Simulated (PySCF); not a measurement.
**Basis-set dependence of excited states**

Species: C2H4F2OSi.
Atom-mapped SMILES: `[O:1]=[CH:2][SiH2:3][CH:4]([F:5])[F:6]` (hydrogens: H7 on C2; H8, H9 on Si3; H10 on C4)

TDDFT with PBE0 (PySCF), vertical singlets, core orbitals frozen in the response, spherical d and f functions. One conformer (not necessarily the lowest) at the PBE0-D3(BJ)/def2-SVP geometry, without solvent, vibrations or thermal averaging.

```json
{"basis": "6-31G*", "functions": "96", "diffuse": "no", "S1 (eV)": "3.27", "S2 (eV)": "6.09", "S3 (eV)": "6.43", "S4 (eV)": "6.88", "S5 (eV)": "7.51", "LUMO (eV)": "-1.50", "α (au)": "46.5"}
{"basis": "def2-SVP", "functions": "108", "diffuse": "no", "S1 (eV)": "3.21", "S2 (eV)": "6.10", "S3 (eV)": "6.57", "S4 (eV)": "6.80", "S5 (eV)": "7.34", "LUMO (eV)": "-1.68", "α (au)": "48.2"}
{"basis": "6-31+G*", "functions": "120", "diffuse": "yes", "S1 (eV)": "3.25", "S2 (eV)": "6.06", "S3 (eV)": "6.15", "S4 (eV)": "6.31", "S5 (eV)": "6.79", "LUMO (eV)": "-1.90", "α (au)": "53.2"}
{"basis": "def2-SVPD", "functions": "165", "diffuse": "yes", "S1 (eV)": "3.21", "S2 (eV)": "6.05", "S3 (eV)": "6.30", "S4 (eV)": "6.49", "S5 (eV)": "6.92", "LUMO (eV)": "-1.98", "α (au)": "57.4"}
{"basis": "aug-cc-pVDZ", "functions": "178", "diffuse": "yes", "S1 (eV)": "3.21", "S2 (eV)": "5.99", "S3 (eV)": "6.06", "S4 (eV)": "6.21", "S5 (eV)": "6.58", "LUMO (eV)": "-1.92", "α (au)": "58.4"}
{"basis": "def2-TZVP", "functions": "216", "diffuse": "no", "S1 (eV)": "3.19", "S2 (eV)": "5.99", "S3 (eV)": "6.24", "S4 (eV)": "6.53", "S5 (eV)": "7.05", "LUMO (eV)": "-1.89", "α (au)": "54.2"}
{"basis": "def2-TZVPD", "functions": "273", "diffuse": "yes", "S1 (eV)": "3.18", "S2 (eV)": "5.96", "S3 (eV)": "6.07", "S4 (eV)": "6.28", "S5 (eV)": "6.71", "LUMO (eV)": "-1.96", "α (au)": "58.4"}
```

Q: How much do these states and the polarisability depend on the basis?

A: States are compared by their number. Against the largest diffuse basis here (def2-TZVPD, itself not a converged limit), sets without diffuse functions differ by up to 0.09 eV in S1 and 0.80 eV in S5; the smaller diffuse sets differ by up to 0.08 and 0.21 eV. State by state, the largest deviation of a set without diffuse functions is S1 0.09, S2 0.14, S3 0.51, S4 0.61, S5 0.80 eV. The same number needn't mean the same state in each row. Against def2-TZVPD the polarisability deviates by -20% in 6-31G*, -17% in def2-SVP, -9% in 6-31+G*, -2% in def2-SVPD, 0% in aug-cc-pVDZ, -7% in def2-TZVP. A single + in a Pople set puts diffuse functions on heavy atoms only.
